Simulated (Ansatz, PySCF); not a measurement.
This PySCF input computes a PBE0/def2-TZVPD energy:

```python
from pyscf import gto, scf, dft

mol = gto.M(
    atom='''
    B     0.14414957   -0.00616732   -0.00768719
    H    -0.40731316   -1.05719127   -0.00044344
    H    -0.31343467    1.08802789    0.03887940
    ''',
    basis='def2-tzvpd',
    charge=0,
    spin=1,
    verbose=4,
)

mf = dft.UKS(mol, xc='pbe0').density_fit(auxbasis='def2-universal-jkfit')
mf.grids.level = 3
mf.conv_tol = 1e-9
mf.max_cycle = 100
mf.max_memory = 1500
mf.kernel()
if not mf.converged:
    mf = mf.newton()
    mf.kernel(mf.make_rdm1())
for _ in range(2):
    mo, _, stable, _ = mf.stability(return_status=True)
    if stable:
        break
    mf.kernel(mf.make_rdm1(mo, mf.mo_occ))
mf.analyze()
```

Q: Write an input for the same energy in Ansatz (a quantum-chemistry and plane-wave program) and say what it gives.

A: 
Ansatz 0.2 input:
```yaml
crystal:
  periodic: [false, false, false]
  atoms:
    - {symbol: B, position_ang: [0.14414957, -0.00616732, -0.00768719]}
    - {symbol: H, position_ang: [-0.40731316, -1.05719127, -0.00044344]}
    - {symbol: H, position_ang: [-0.31343467, 1.08802789, 0.03887940]}
basis:
  gaussian:
    orbitals: def2-TZVPD
hamiltonian:
  xc: {name: PBE0}
magnetization: {spin_polarized: true, initial_magnetization: 1}
output: {forces: true}
```
It gives -25.89452 Eh, and PySCF -25.89453 Eh, a difference of 0.01 mEh.
